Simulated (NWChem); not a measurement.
Molecule: C₂H₆OSi₂; SMILES [SiH3][Si@@H]1C=CO1

```xyz
11

Si    -0.0276    -2.0133     0.2778
Si     0.0876     0.1191    -0.6834
C      1.1673     1.3878     0.1078
C     -0.0047     1.9131     0.5340
O     -1.0734     1.1944     0.0737
H      1.1636    -2.8126    -0.1478
H     -0.0227    -1.8764     1.7650
H     -1.2651    -2.7316    -0.1555
H     -0.0796     0.0996    -2.1671
H      2.1829     1.7182     0.3087
H     -0.2304     2.7802     1.1688
```
Atoms are numbered in this order, from 1.

Level: PBE0/def2-SVP (NWChem), optimised geometry, unscaled harmonic frequencies. 

Q: List the harmonic frequencies with IR intensities, and the thermochemistry.

A: 
| frequency (cm⁻¹) | IR intensity (km/mol) |
|---|---|
| 100 | 0.2 |
| 111 | 0.4 |
| 140 | 1.8 |
| 355 | 29.1 |
| 404 | 14.2 |
| 498 | 22.5 |
| 543 | 37.1 |
| 643 | 40.2 |
| 661 | 10.9 |
| 681 | 11.9 |
| 737 | 30.8 |
| 783 | 353.8 |
| 868 | 72.0 |
| 888 | 9.9 |
| 928 | 32.6 |
| 932 | 40.4 |
| 968 | 9.2 |
| 1044 | 42.4 |
| 1156 | 103.8 |
| 1296 | 11.5 |
| 1584 | 60.7 |
| 2221 | 63.8 |
| 2232 | 79.2 |
| 2236 | 55.8 |
| 2245 | 121.9 |
| 3179 | 16.8 |
| 3303 | 2.2 |

```yaml
zero_point_energy: 43.9 kcal/mol
thermal correction to the enthalpy at 298.15 K (with zero-point energy): 48.8 kcal/mol
heat capacity Cv: 24.5 cal/(mol K)
entropy at 298.15 K and 1 atm (symmetry number 1): 81.9 cal/(mol K)
dipole_moment: 1.11 D
```

Rigid rotor and harmonic oscillator; modes under 100 cm⁻¹ make the entropy uncertain.
